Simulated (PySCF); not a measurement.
Molecule: C2H9OSi2, charge 0, multiplicity 2. It need not be the lowest isomer of its formula. SMILES: [SiH3]O[Si](C)C
Geometry from a B3LYP-D3(BJ)/def2-TZVP (Ansatz) optimisation:
```xyz
14

Si    -0.8791    -0.0399    -0.4962
C     -1.6612     1.6453    -0.7662
C     -1.6974    -0.9460     0.9358
O      0.7127     0.2178    -0.1289
Si     2.1467    -0.4351     0.3113
H     -2.7221     1.5477    -1.0039
H     -1.1749     2.1815    -1.5819
H     -1.5648     2.2468     0.1437
H     -1.2345    -1.9178     1.1137
H     -1.6068    -0.3524     1.8517
H     -2.7584    -1.1073     0.7356
H      2.6902    -1.2736    -0.7829
H      1.9835    -1.2771     1.5214
H      3.0918     0.6639     0.6053
```
Charge 0, spin multiplicity 2.

Dispersion corrections to the total energy (kcal/mol) from the dftd3 and dftd4 libraries through PySCF: D3(BJ) without and D4 with the three-body term, each with the damping fitted for the functional named.

```tsv
functional	D3(BJ)	D4
TPSSh	-8.65	-9.00
TPSS	-9.28	___
BLYP	-15.65	-15.89
PW6B95	-4.18	___
HSE06	-5.28	-5.88
r2SCAN	___	-1.89
CAM-B3LYP	-6.20	-6.42
```

### Question
What belongs in the gaps?

### Answer

- TPSS, D4: -9.89
- PW6B95, D4: -6.16
- r2SCAN, D3(BJ): -2.16
